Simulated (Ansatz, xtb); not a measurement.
# Relative energy of two isomers of C6H9FS

We compare X, `C[C@]1(CF)C=CSC1`, a singlet, with Y, `FC[C@@H]1CC=CSC1`, a singlet. Both are isolated molecules in the gas phase, relaxed with B3LYP-D3(BJ)/def2-SVP, each in the lowest conformer that the search found.

Problem. Estimate E(Y) − E(X) at the level CCSD(T)/def2-SVP + ΔMP2/def2-TZVPP.

Solution. Not settled: CCSD(T)/def2-SVP + ΔMP2/def2-TZVPP gives E(Y) − E(X) = +0.055 eV, but this leans on the basis-set step: CCSD(T) alone gives +0.031 eV.

Level by level:

| level | geometry | E(Y) − E(X) (eV) | departure from the last row (eV) | job, with rough time for the two |
| --- | --- | --- | --- | --- |
| GFN2-xTB | GFN2-xTB | +0.042 | −0.013 | optimisation, 0.18 s |
| HF/STO-3G | GFN2-xTB | −0.006 | −0.061 | single point, 0.56 s |
| r2SCAN-D4/def2-SVP | GFN2-xTB | −0.083 | −0.138 | single point, 5.7 s |
| B3LYP-D3(BJ)/def2-SVP | B3LYP-D3(BJ)/def2-SVP | −0.086 | −0.141 | optimisation, 66 s |
| HF/def2-SVP | B3LYP-D3(BJ)/def2-SVP | −0.068 | −0.123 | part of the CCSD(T) run |
| MP2/def2-SVP | B3LYP-D3(BJ)/def2-SVP | +0.059 | +0.004 | part of the CCSD(T) run |
| CCSD(T)/def2-SVP | B3LYP-D3(BJ)/def2-SVP | +0.031 | −0.024 | single point |
| CCSD(T)/def2-SVP + ΔMP2/def2-TZVPP | B3LYP-D3(BJ)/def2-SVP | +0.055 |  | single point, 2.5 min |

As drawn, both hold the same kinds of bond in the same numbers. Structure X has 1 methyl group, Y 0. Structure X has a 5-membered ring, Y a 6-membered ring.

r2SCAN-D4/def2-SVP, B3LYP-D3(BJ)/def2-SVP, HF/def2-SVP put the two in the other order. HF/STO-3G finds them nearly level. The largest departure from CCSD(T)/def2-SVP + ΔMP2/def2-TZVPP is that of B3LYP-D3(BJ)/def2-SVP, 0.141 eV. The last row adds to CCSD(T) the change of the MP2 difference between the two basis sets, here +0.024 eV.

With thermal terms from frequencies at re-optimised GFN2-xTB minima (ideal gas, soft modes damped towards free rotors, one conformer each, 298.15 K, 1 atm): on the last row, ΔE + ΔZPE = +0.083, ΔH = +0.071, ΔG = +0.090 eV.

The correlated steps freeze 12 core orbitals. Programs: Ansatz 0.2.0, xtb 6.7.1; the last row on 4 threads of Arm Neoverse V1 on a shared host.
